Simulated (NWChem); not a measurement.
System: BSiH$_{4}$OF; SMILES OB(F)[SiH3]

Input file for NWChem:

```
start job
memory heap 200 mb stack 900 mb global 1100 mb
geometry units angstroms noautoz
  B     -0.032561    -0.558512     0.002212
  F      1.102923    -1.267910    -0.003441
  O     -1.203428    -1.220563     0.001959
  H     -1.085403    -2.180793    -0.003353
  Si     0.029592     1.473482     0.001754
  H     -1.338011     2.063216     0.118435
  H      0.655716     1.964802    -1.266611
  H      0.866671     1.966433     1.140545
end
basis spherical
  B library 6-31g*
  F library 6-31g*
  O library 6-31g*
  H library 6-31g*
  Si library 6-31g*
end
dft
  xc xwpbe 1.00 cpbe96 1.0 hfexch 1.00
  cam 0.05 cam_alpha 0.0 cam_beta 1.0
  iterations 150
  vectors input atomic output neutral.movecs
end
task dft energy
charge 1
dft
  odft
  mult 2
  vectors input atomic output cation.movecs
end
task dft energy
```

Parts of the log:

```
             Northwest Computational Chemistry Package (NWChem) 7.3.0
             --------------------------------------------------------

 C1  symmetry detected

                             Geometry "geometry" -> ""
                             -------------------------

 Output coordinates in angstroms (scale by  1.889725989 to convert to a.u.)

  No.       Tag          Charge          X              Y              Z
 ---- ---------------- ---------- -------------- -------------- --------------
    1 B                    5.0000    -0.01677763    -0.57061364     0.00241365
    2 F                    9.0000     1.12736082    -1.26598581    -0.00006643
    3 O                    8.0000    -1.17940453    -1.24702652     0.00008312
    4 H                    1.0000    -1.04955920    -2.20573509    -0.00413937
    5 Si                  14.0000     0.02036386     1.46199038     0.00035470
    6 H                    1.0000    -1.35465466     2.03494259     0.11344067
    7 H                    1.0000     0.64327047     1.95992827    -1.26701328
    8 H                    1.0000     0.84872633     1.96615154     1.14061083

 Effective nuclear repulsion energy (a.u.)     146.5236240946

  pbe96 is a nonlocal functional; adding pw91lda local functional.

                                 NWChem DFT Module
                                 -----------------

 Summary of "ao basis" -> "ao basis" (spherical)
 ------------------------------------------------------------------------------
       Tag                 Description            Shells   Functions and Types
 ---------------- ------------------------------  ------  ---------------------
 B                           6-31g*                  6       14   3s2p1d
 F                           6-31g*                  6       14   3s2p1d
 O                           6-31g*                  6       14   3s2p1d
 H                           6-31g*                  2        2   2s
 Si                          6-31g*                  8       18   4s3p1d

            General Information
            -------------------
          SCF calculation type: DFT
          Wavefunction type:  closed shell.
          No. of atoms     :     8
          No. of electrons :    40
           Alpha electrons :    20
            Beta electrons :    20
          Charge           :     0
          Spin multiplicity:     1
          Use of symmetry is: off; symmetry adaption is: off
          Maximum number of iterations: 150
          AO basis - number of functions:    68
                     number of shells:    34
          Convergence on energy requested:  1.00D-06
          Convergence on density requested:  1.00D-05
          Convergence on gradient requested:  5.00D-04

              XC Information
              --------------
                     Hartree-Fock (Exact) Exchange  1.000
                     LC-wPBE(h)Exchange Functional  1.000
            Perdew 1991 LDA Correlation Functional  1.000 local
           PerdewBurkeErnz. Correlation Functional  1.000 non-local

           Range-Separation Parameters
           ---------------------------
           Alpha           :  0.00
           Beta            :  1.00
           Gamma           :  0.05
           Short-Range HF  :     F

             Grid Information
             ----------------
          Grid used for XC integration:  medium
          Radial quadrature: Mura-Knowles
          Angular quadrature: Lebedev.
          Tag              B.-S. Rad. Rad. Pts. Rad. Cut. Ang. Pts.
          ---              ---------- --------- --------- ---------
          B                   0.85       49           8.0       434
          F                   0.50       49          10.0       434
          O                   0.60       49          10.0       434
          H                   0.35       45          11.0       434
          Si                  1.10       88          10.0       590
          Grid pruning is: on
          Number of quadrature shells:   415
          Spatial weights used:  Erf1

      Superposition of Atomic Density Guess
      -------------------------------------

 Sum of atomic energies:        -489.46301043

      Non-variational initial energy
      ------------------------------

 Total energy =    -490.676907
 1-e energy   =    -968.512575
 2-e energy   =     331.312044
 HOMO         =      -0.354253
 LUMO         =       0.040835

   convergence    iter        energy       DeltaE   RMS-Dens  Diis-err
 ---------------- ----- ----------------- --------- --------- ---------
 d= 0,ls=0.0,diis     1   -491.4110127761 -6.38D+02  1.65D-02  8.04D-01
 d= 0,ls=0.0,diis     2   -491.3442347153  6.68D-02  8.65D-03  1.78D+00
 d= 0,ls=0.0,diis     3   -491.5033492643 -1.59D-01  1.26D-03  2.40D-02
 d= 0,ls=0.0,diis     4   -491.5052525082 -1.90D-03  5.55D-04  3.34D-03
 d= 0,ls=0.0,diis     5   -491.5054773970 -2.25D-04  2.21D-04  1.16D-03
  Resetting Diis
 d= 0,ls=0.0,diis     6   -491.5055755247 -9.81D-05  4.49D-05  1.03D-05
 d= 0,ls=0.0,diis     7   -491.5055768599 -1.34D-06  1.87D-05  7.26D-07
 d= 0,ls=0.0,diis     8   -491.5055768689 -9.00D-09  9.23D-06  7.11D-07

         Total DFT energy =     -491.505576868929
      One electron energy =     -971.480651193597
           Coulomb energy =      378.650406990732
    Exchange-Corr. energy =      -45.198956760626
 Nuclear repulsion energy =      146.523624094562

 Numeric. integr. density =       39.999992802640

                       DFT Final Molecular Orbital Analysis
                       ------------------------------------

[...]
```

Level: LC-wPBE (HJS exchange hole, range parameter 0.05 per bohr)/6-31G* (spherical d), vertical spin-unrestricted ions. All runs use the structure optimised with PBE0/def2-SVP.
